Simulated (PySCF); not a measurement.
A side-by-side comparison of computed properties.

First species: C₆H₁₀OSi₂.
Numbering: `[SiH3:1][O:2][C:3]1=[CH:4][C@@:5]2([SiH3:6])[CH:7]=[CH:8][C@@H:9]12` (hydrogens: H10, H11, H12 on Si1; H13 on C4; H14, H15, H16 on Si6; H17 on C7; H18 on C8; H19 on C9)

Second species: C₃H₁₁FSSi₃.
Cartesian coordinates in Å at the GFN2-xTB level; atoms count from 1:
```xyz
19
C3H11FSSi3 angstrom
F     -3.4005   -0.8809    1.3818
C     -2.4659   -0.2463    0.6078
Si    -3.1878    0.5688   -0.9412
C     -1.2067   -0.3014    1.0247
C     -0.0606    0.2769    0.2853
Si     0.8850   -1.1072   -0.6298
S      2.4977   -0.2783   -1.7844
Si     3.8670    0.5142   -0.3292
H     -2.6656   -0.1233   -2.1223
H     -2.7858    1.9779   -0.9630
H     -4.6392    0.4436   -0.8498
H     -0.9720   -0.8312    1.9400
H      0.6103    0.7809    0.9842
H     -0.4094    1.0161   -0.4366
H      1.4489   -2.0554    0.3292
H      0.0540   -1.7565   -1.6306
H      4.0646   -0.4930    0.7066
H      3.2909    1.7253    0.2464
H      5.0654    0.7791   -1.1030
```

Levels: PBE0/pcSseg-1 for dipole moment, HOMO energy, LUMO energy and HOMO–LUMO gap; GFN2-xTB for rotational constant A and rotational constant C. Geometries: GFN2-xTB. Each species is one conformer at its optimised geometry, gas phase, non-relativistic unless stated; the electronic structure was computed with PySCF and density fitting.

Dipoles, sizes and rotational constants follow the conformer. The torsions of the flexible species, by atom-mapped SMILES:
- `[SiH3:1][O:2][C:3]1=[CH:4][C@@:5]2([SiH3:6])[CH:7]=[CH:8][C@@H:9]12`: Si1–O2–C3–C4 -176°
- `[F:1]/[C:2]([SiH3:3])=[CH:4]/[CH2:5][SiH2:6][S:7][SiH3:8]`: C2–C4–C5–Si6 -102°, C4–C5–Si6–S7 177°, C5–Si6–S7–Si8 66°

Problem. Which of the two has the higher dipole moment, and by how much?

Solution. The second: 1.64 D against 1.27 D, a difference of 0.37 D.

Problem. Which has the higher HOMO energy?

Solution. The first: -6.44 eV against -7.00 eV, a difference of 0.56 eV.

Problem. Which has the higher HOMO–LUMO gap?

Solution. The second: 6.40 eV against 6.11 eV, a difference of 0.29 eV.

Problem. Which has the higher rotational constant A?

Solution. The first: 2.700 GHz against 2.178 GHz, a difference of 0.522 GHz.

Problem. Which has the higher rotational constant C?

Solution. The first: 0.600 GHz against 0.332 GHz, a difference of 0.268 GHz.

Problem. Which of the two has the higher LUMO energy, and by how much?

Solution. The first: -0.33 eV against -0.60 eV, a difference of 0.27 eV.

On the first: The dipole equals about 4.2 × 10⁻³⁰ C·m (1 D = 3.33564 × 10⁻³⁰ C·m). A dipole of 1.27 D is allowed in C1, and pure rotational transitions are dipole-allowed.

On the second: A dipole of 1.64 D is allowed in C1, and pure rotational transitions are dipole-allowed. In atomic units the dipole is 0.65 e·bohr (1 au = 2.5417 D).
